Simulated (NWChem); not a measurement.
Species: C₂H₃F₂NSi; SMILES F[Si](C#C)(F)N

```xyz
9

C      0.0543     2.6928    -0.0804
C      0.0384     1.4803    -0.0477
Si     0.0038    -0.3294     0.0088
N     -1.5776    -0.8630     0.3190
F      0.4985    -0.9662    -1.3753
F      1.1008    -0.8086     1.0806
H      0.0726     3.7602    -0.1143
H     -2.1935    -0.3342     0.9223
H     -1.8391    -1.8386     0.2576
```
Atoms are numbered in this order, from 1.

Computed with NWChem. Medium grid unless said otherwise, to which SCAN and Minnesota functionals are sensitive. Structure relaxed at the B3LYP/6-31G* (spherical d) level. B3LYP is NWChem's, with the RPA form of VWN correlation.

**Question.** Among these, which level gives the lowest value of “highest occupied level (eV)”?
A. LDA (Slater exchange, VWN5)/def2-TZVP
B. B3LYP/def2-TZVP
C. PBE/def2-TZVP
D. M06-2X/def2-TZVP

**Answer.** D, M06-2X/def2-TZVP. Values: M06-2X/def2-TZVP -9.75; B3LYP/def2-TZVP -8.01; LDA (Slater exchange, VWN5)/def2-TZVP -6.98; PBE/def2-TZVP -6.78
